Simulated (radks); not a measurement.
Zr II, configuration [Kr] 4d1.75 5s1 5d0.25 (fractional occupations, a model configuration). All-electron calculation, scalar-relativistic Kohn-Sham, B86b exchange with PBE correlation, spin-polarised, spherical densities, finite nucleus; open shells are filled with parallel spins first (spin-orbit coupling, left out, can overturn this in heavy ions); Fermi nuclear charge, rms radius 4.2694 fm. Program: a radial shooting solver on a logarithmic mesh with Libxc functionals. Some entries of the table are withheld. Estimate them.

orbital,occ.,eigenvalue (eV),<r> (bohr),r(max) (bohr)
1s up,1,-17835.60,0.03706,0.02414
1s down,1,-17835.59,0.03706,0.02414
2s up,1,-2478.469,0.1626,0.1370
2s down,1,-2478.314,0.1626,0.1369
2p up,3,-2211.047,0.1417,0.1095
2p down,3,-2210.931,0.1417,0.1095
3s up,1,-413.1378,0.4584,0.4081
3s down,1,-413.0381,0.4584,0.4082
3p up,3,-326.0120,0.4621,0.4022
3p down,3,-325.9030,0.4621,0.4023
3d up,5,-183.0458,0.4525,0.3474
3d down,5,-182.8878,0.4524,0.3475
4s up,1,-63.1710,1.214,1.079
4s down,1,-62.1278,1.208,1.076
4p up,3,-41.1655,1.369,1.181
4p down,3,-39.9275,1.358,1.176
4d up,1.75,-11.9130,2.079,1.579
5s up,1,-11.3744,3.307,2.927
4d down,0,-10.1927,2.036,1.551
5p up,0,-7.3597,4.092,3.552
6s up,0,-3.7223,7.700,(1)
5d up,0.25,-3.0401,7.186,6.317

Answer. 
(1) 6s up r(max) (bohr): 7.184
